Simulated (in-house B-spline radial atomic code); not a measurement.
Ionising Pd with different functionals

Computed with a B-spline radial code for spherical atoms: four-component Dirac-Coulomb Hamiltonian, Fermi nucleus of rms radius 4.5318 fm, spin-restricted, spherical fractional occupations for the functionals. The ionisation energy is the difference of two self-consistent energies, [Kr] 4d10 → [Kr] 4d9, without Breit or QED terms; ε is the level of the shell that loses the electron (mean over j). The electron is taken from both j subshells in proportion to 2j + 1, so the result is a j average, not the step between ground levels.

Hybrids are left out here: with spherical fractional occupations of an open shell their exact exchange keeps a self-interaction that integer-occupation calculations don't have.

```
           method  rung  ΔSCF (eV)  -ε(4d) (eV)
         LDA VWN5   LDA       9.39         4.32
 relativistic LDA   LDA       9.40         4.32
         LDA PW92   LDA          ?            ?
LDA exchange-only   LDA       8.12         3.19
              PBE   GGA       9.12         4.06
           PBEsol   GGA       9.13         4.06
             BLYP   GGA       9.08         4.03
             RPBE   GGA          ?            ?
             PW91   GGA       9.19         4.12
             BP86   GGA       9.25         4.19
             AM05   GGA       9.10         4.03
             OLYP   GGA       8.99         3.88
```

Question: What does LDA PW92 give?

Answer: ΔSCF 9.39 eV, and -ε(4d) = 4.32 eV.

Question: What does RPBE give?

Answer: ΔSCF 9.03 eV, and -ε(4d) = 3.97 eV.

Question: How do they compare with the NIST value?

Answer: NIST lists 8.337 eV (measured, ground level to ground level). Errors run from -0.21 to +1.06 eV. The correlated functionals all miss on the same side by more than they spread, so the cause is common to them (Breit-QED terms, spin polarisation, the choice among j levels, multiplet and fine-structure energies, or a listed next ion that isn't the cheapest removal here) and closeness doesn't rank the functionals.
